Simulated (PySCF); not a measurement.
## Solvent effects on NMR parameters

Molfile (atoms numbered from 1):
```
C4H8F2O2
     RDKit          3D

 16 15  0  0  0  0  0  0  0  0999 V2000
   -1.6554   -0.6767    0.9784 C   0  0  0  0  0  0  0  0  0  0  0  0
   -0.6825   -0.7723   -0.0288 O   0  0  0  0  0  0  0  0  0  0  0  0
    0.0886    0.3654   -0.2368 C   0  0  2  0  0  0  0  0  0  0  0  0
   -0.4935    1.2603   -1.3104 C   0  0  0  0  0  0  0  0  0  0  0  0
   -1.7080    1.7430   -0.8960 F   0  0  0  0  0  0  0  0  0  0  0  0
    1.3429   -0.0176   -0.7133 O   0  0  0  0  0  0  0  0  0  0  0  0
    2.0862   -0.7901    0.1454 C   0  0  0  0  0  0  0  0  0  0  0  0
    2.5230   -0.0511    1.2112 F   0  0  0  0  0  0  0  0  0  0  0  0
   -2.4691    0.0133    0.7032 H   0  0  0  0  0  0  0  0  0  0  0  0
   -2.0720   -1.6826    1.1238 H   0  0  0  0  0  0  0  0  0  0  0  0
   -1.2151   -0.3352    1.9345 H   0  0  0  0  0  0  0  0  0  0  0  0
    0.1869    0.9282    0.7154 H   0  0  0  0  0  0  0  0  0  0  0  0
    0.1886    2.1014   -1.5113 H   0  0  0  0  0  0  0  0  0  0  0  0
   -0.6273    0.6662   -2.2288 H   0  0  0  0  0  0  0  0  0  0  0  0
    2.9590   -1.1444   -0.4229 H   0  0  0  0  0  0  0  0  0  0  0  0
    1.4922   -1.6315    0.5397 H   0  0  0  0  0  0  0  0  0  0  0  0
  1  2  1  0
  2  3  1  0
  3  4  1  0
  4  5  1  0
  3  6  1  0
  6  7  1  0
  7  8  1  0
  1  9  1  0
  1 10  1  0
  1 11  1  0
  3 12  1  1
  4 13  1  0
  4 14  1  0
  7 15  1  0
  7 16  1  0
M  END
```

GIAO PBE0/pcSseg-1 in PySCF 2.14 on one PBE0-D3(BJ)/def2-SVP conformer, non-relativistic, equivalent nuclei averaged. Solvents enter as an IEF-PCM continuum (dichloromethane with ε = 8.9, methanol with ε = 32.6) around the gas-phase geometry. Shifts are referred to TMS, CFCl3 computed in the same medium.

Gas phase, δ in ppm: C7 97.9, C3 97.2, C4 89.0, C1 58.5, F8 -184.5, F5 -258.0, H16 5.54, H15 5.14, H12 4.67, H13 4.51, H14 4.40, H9/H10/H11 3.55. Dipole moment 0.93 D.

**Question.** How does each δ change in the continuum?

**Answer.** 
| atoms | environment | Δδ, dichloromethane | Δδ, methanol |
| --- | --- | --- | --- |
| C7 | sp3 CH2 bonded to F and O | +1.3 | +1.5 |
| C3 | sp3 carbon bearing two oxygens | +0.6 | +0.7 |
| C4 | sp3 CH2 bonded to F | +1.3 | +1.5 |
| C1 | methyl carbon bonded to O | +1.0 | +1.1 |
| F8 | fluorine on an sp3 carbon | -2.9 | -3.1 |
| F5 | fluorine on an sp3 carbon | -1.7 | -1.8 |
| H16 | hydrogen on an sp3 CH2 bonded to F and O | +0.08 | +0.10 |
| H15 | hydrogen on an sp3 CH2 bonded to F and O | +0.18 | +0.20 |
| H12 | hydrogen on an sp3 carbon bearing two oxygens | +0.13 | +0.16 |
| H13 | hydrogen on an sp3 CH2 bonded to F | +0.18 | +0.20 |
| H14 | hydrogen on an sp3 CH2 bonded to F | +0.08 | +0.08 |
| H9/H10/H11 | hydrogen on a methyl carbon bonded to O | +0.08 | +0.09 |

Changes are relative to the gas phase. The dipole moment becomes 1.02 D in dichloromethane, 1.04 D in methanol.

**Question.** Which of the listed nuclei move most (in ppm), and what does the model miss? (N and O are left out, as their reference compounds move with the solvent too.)

**Answer.** F8 (fluorine on an sp3 carbon, -3.1 ppm) in methanol. A continuum only polarises the solute; specific hydrogen bonds, the anisotropy of aromatic solvents and changes of geometry or conformer are outside it.
